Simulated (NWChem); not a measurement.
Species: MgNH$_{2}$Cl; SMILES [NH2][Mg][Cl]

```xyz
5

Mg     0.0000     0.0000    -0.5110
Cl     0.0000     0.0000     1.6979
N      0.0000     0.0000    -2.3930
H      0.0000     0.8195    -2.9903
H      0.0000    -0.8195    -2.9903
```
Atoms are numbered in this order, from 1.

All runs use the structure optimised with B3LYP/6-31G* (spherical d).

Symmetry labels are those of C2v in the frame above (b1 and b2, or b-type labels, depend on it).

Q: List the 4 lowest vertical singlet excitations from LDA (Slater exchange, VWN5)/aug-cc-pVDZ, TDA (NWChem).

A: 
```
state  energy (eV)  oscillator strength  symmetry  leading excitation (squared amplitude)
-----  -----------  -------------------  --------  --------------------------------------
S1            3.42                0.040        b1                      HOMO → LUMO (1.00)
S2            4.64                0.000        a2                    HOMO → LUMO+1 (1.00)
S3            5.20                0.028        b1                    HOMO−1 → LUMO (0.97)
S4            5.20                0.036        b2                    HOMO−2 → LUMO (1.00)
```
